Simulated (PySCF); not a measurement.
# Spin-rotation constants: SMILES CCB[CH2][GaH][CH3], C₄H₁₂BGa

Molfile (atoms numbered from 1):
```
C4H12BGa
     RDKit          3D

 18 17  0  0  0  0  0  0  0  0999 V2000
   -1.2330    1.1505    0.1468 C   0  0  0  0  0  0  0  0  0  0  0  0
   -2.1137   -0.0841   -0.0464 C   0  0  0  0  0  0  0  0  0  0  0  0
   -1.3313   -1.3962   -0.4870 B   0  0  0  0  0  0  0  0  0  0  0  0
   -0.0465   -1.2938   -1.3291 C   0  0  0  0  0  0  0  0  0  0  0  0
    1.4933   -0.6558   -0.1077 Ga  0  0  0  0  0  3  0  0  0  0  0  0
    2.6762    0.9401   -0.5709 C   0  0  0  0  0  0  0  0  0  0  0  0
   -1.8191    2.0140    0.4597 H   0  0  0  0  0  0  0  0  0  0  0  0
   -0.4784    0.9545    0.9218 H   0  0  0  0  0  0  0  0  0  0  0  0
   -0.7114    1.4094   -0.7766 H   0  0  0  0  0  0  0  0  0  0  0  0
   -2.8659    0.1455   -0.8089 H   0  0  0  0  0  0  0  0  0  0  0  0
   -2.6758   -0.2561    0.8749 H   0  0  0  0  0  0  0  0  0  0  0  0
   -1.7381   -2.4410   -0.1351 H   0  0  0  0  0  0  0  0  0  0  0  0
   -0.0446   -0.4945   -2.0805 H   0  0  0  0  0  0  0  0  0  0  0  0
    0.2630   -2.2272   -1.8099 H   0  0  0  0  0  0  0  0  0  0  0  0
    1.8917   -1.5009    1.1932 H   0  0  0  0  0  0  0  0  0  0  0  0
    2.9778    1.4849    0.3278 H   0  0  0  0  0  0  0  0  0  0  0  0
    2.1568    1.6370   -1.2350 H   0  0  0  0  0  0  0  0  0  0  0  0
    3.5905    0.6202   -1.0782 H   0  0  0  0  0  0  0  0  0  0  0  0
  1  2  1  0
  2  3  1  0
  3  4  1  0
  4  5  1  0
  5  6  1  0
  1  7  1  0
  1  8  1  0
  1  9  1  0
  2 10  1  0
  2 11  1  0
  3 12  1  0
  4 13  1  0
  4 14  1  0
  5 15  1  0
  6 16  1  0
  6 17  1  0
  6 18  1  0
M  END
```

The calculation used GIAO BHandHLYP/pcSseg-1 magnetisability, rotational g tensor and spin-rotation constants, non-relativistic, gas phase (PySCF). Geometry: GFN2-xTB.

The calculation is non-relativistic, which matters for the atoms heavier than Zn.

(1) Give the nuclear spin-rotation constants along the inertial axes (H = +C I·J) beside the isotropic shieldings.

(2) How do the rotational constants and the g tensor change when H7, H8, H9, H10, H11, H12, H13, H14, H15, H16, H17, H18 are replaced by deuterium?

Answers

(1) Rotational constants 3.6505, 1.3745, 1.1305 GHz. A star marks the isotopologue with that one atom substituted, in its own axes.
```csv
atom,isotope,Caa (kHz),Cbb (kHz),Ccc (kHz),mean (kHz),σ (ppm)
B3,11B,1.241,0.639,0.289,0.723,22.7
Ga5,69Ga,7.557,2.769,2.576,4.301,1190.2
H7,1H,-0.273,-0.016,-0.121,-0.137,30.4
H8,1H,-0.210,-0.153,-0.065,-0.143,32.0
H9,1H,-0.289,-0.143,-0.011,-0.148,30.3
H10,1H,-0.197,-0.145,-0.056,-0.132,31.1
H11,1H,-0.227,-0.157,-0.015,-0.133,30.4
H12,1H,-0.209,0.059,-0.058,-0.069,24.4
H13,1H,-0.377,-0.096,-0.006,-0.160,29.4
H14,1H,-0.330,0.020,-0.127,-0.145,30.0
H15,1H,-0.215,-0.079,0.022,-0.090,25.3
H16,1H,-0.361,-0.073,-0.065,-0.166,31.2
H17,1H,-0.317,-0.108,-0.049,-0.158,31.1
H18,1H,-0.084,-0.126,-0.116,-0.108,31.5
C1,13C*,0.476,0.187,0.160,0.274,171.9
C2,13C*,0.590,0.200,0.144,0.311,166.7
C4,13C*,0.528,0.325,0.158,0.337,148.5
C6,13C*,0.470,0.147,0.146,0.255,181.8
```
For the geometry as given, no vibrational averaging.

(2) Constants 2.8069, 1.1560, 0.9509 GHz; g -0.0195, -0.0087, -0.0054, against -0.0251, -0.0102, -0.0065 before.
